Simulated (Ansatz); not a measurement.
```yaml
atoms:
  - { symbol: Cr, position_ang: [0.0000, 0.0000, 1.8750] }
  - { symbol: Mn, position_ang: [0.0000, 0.0000, -1.8750] }
  - { symbol: O, position_ang: [0.0000, 2.0400, 0.0000] }
  - { symbol: O, position_ang: [0.0000, -2.0400, 0.0000] }
```

Basis set: pcseg-2. Charge 0. Computed with Ansatz (development build ahead of 0.2.0); the lowest solution found for each multiplicity.

**Question.** How do the multiplicities compare at this shape? Give, from the lowest of each method, PBE0 (unrestricted) for 2, 4.

**Answer.**

```csv
method,multiplicity,E (eV),<S²>
"PBE0, unrestricted",2,0.103,6.78
"PBE0, unrestricted",4,0.000,8.79
```

Caution: other spin multiplicities may lie lower. Caution for PBE0, unrestricted: the unrestricted determinant is a mixture of spin states.
